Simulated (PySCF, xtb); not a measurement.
Si(H)(F)(Br)(Me) (CH4BrFSi), SMILES C[SiH](F)Br.

Harmonic wavenumbers (cm⁻¹) from xtb with GFN2-xTB at its own minimum, in rising order: 97, 143, 173, 223, 421, 632, 652, 760, 818, 835, 863, 1381, 1464, 1470, 2416, 3019, 3039, 3044.

Q: What does PySCF with PBE0-D3(BJ)/def2-SVP give at its own minimum? (The exact figures need the calculation; the answer reports its results.)

A: 156, 173, 213, 267, 434, 669, 730, 769, 844, 880, 939, 1270, 1419, 1421, 2287, 3063, 3172, 3179. Paired by order, the mean absolute difference is 61 cm⁻¹ and the zero-point energies are 30.7 and 31.3 kcal/mol.
